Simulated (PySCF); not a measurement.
Field gradients at the hydrogen positions

Species: C₆H₁₃BO₂.
Structure used (PBE0-D3(BJ)/def2-SVP), in Å, numbered top down from 1:
```
atom  x, y, z in Å
C1    -3.203    0.557   -0.464
C2    -1.909   -0.240   -0.476
C3    -0.722    0.551    0.059
C4     0.589   -0.224    0.136
C5     1.663    0.587    0.846
O6     2.912   -0.067    0.858
B7     3.230   -0.947   -0.127
O8     2.391   -1.239   -1.153
C9     1.118   -0.635   -1.231
H10   -4.047   -0.033   -0.852
H11   -3.119    1.465   -1.083
H12   -3.464    0.880    0.557
H13   -1.703   -0.582   -1.505
H14   -2.031   -1.158    0.125
H15   -0.969    0.922    1.069
H16   -0.573    1.454   -0.562
H17    0.423   -1.146    0.725
H18    1.774    1.572    0.355
H19    1.373    0.779    1.892
H20    4.303   -1.494   -0.086
H21    1.177    0.253   -1.888
H22    0.442   -1.354   -1.718
```

Level: PBE0/pcSseg-1 (PySCF, non-relativistic); Q(2H) = 0.00286 b; rigid geometry, the same for H and D, with no vibrational averaging.

Question: Rank these positions by the coupling χzz of a deuteron there, largest first.
A. H18 (methylene hydrogen)
B. H20 (B–H hydrogen)
C. H22 (methylene hydrogen)
D. H11 (methyl hydrogen)

Answer: D (195 kHz), C (189 kHz), A (182 kHz), B (137 kHz).

Q: Give the electric field gradient Vzz (the principal value of largest size), its asymmetry and the 2H coupling at each hydrogen.

A: 
| atom | bonded to | bond length (Å) | Vzz (au) | η | χzz (kHz) |
| --- | --- | --- | --- | --- | --- |
| H10 | C1 | 1.100 | 0.2933 | 0.02 | 197 |
| H11 | C1 | 1.102 | 0.2897 | 0.02 | 195 |
| H12 | C1 | 1.102 | 0.2897 | 0.03 | 195 |
| H13 | C2 | 1.103 | 0.2845 | 0.03 | 191 |
| H14 | C2 | 1.104 | 0.2823 | 0.03 | 190 |
| H15 | C3 | 1.105 | 0.2807 | 0.04 | 189 |
| H16 | C3 | 1.106 | 0.2792 | 0.03 | 188 |
| H17 | C4 | 1.106 | 0.2745 | 0.01 | 184 |
| H18 | C5 | 1.106 | 0.2715 | 0.06 | 182 |
| H19 | C5 | 1.102 | 0.2791 | 0.06 | 188 |
| H20 | B7 | 1.205 | 0.2038 | 0.02 | 137 |
| H21 | C9 | 1.107 | 0.2710 | 0.06 | 182 |
| H22 | C9 | 1.101 | 0.2810 | 0.06 | 189 |

Q: Average by the element that carries the hydrogen.

A: on C: 189 kHz over 12 positions, mean bond length 1.104 Å; on B: 137 kHz over 1 position, mean bond length 1.205 Å.

Q: Give the 2H NMR doublet splittings at H12 for a magnetic field along the z, y and x axes of the gradient: 3χ/2, 3χ(1 + η)/4, 3χ(1 − η)/4.

A: With |χ| = 194.7 kHz and η = 0.025: 292, 150 and 142 kHz, to first order and without motion.

Isolated species at its PBE0-D3(BJ)/def2-SVP geometry (one conformer only). With a basis this small, the couplings can be 20 % off.
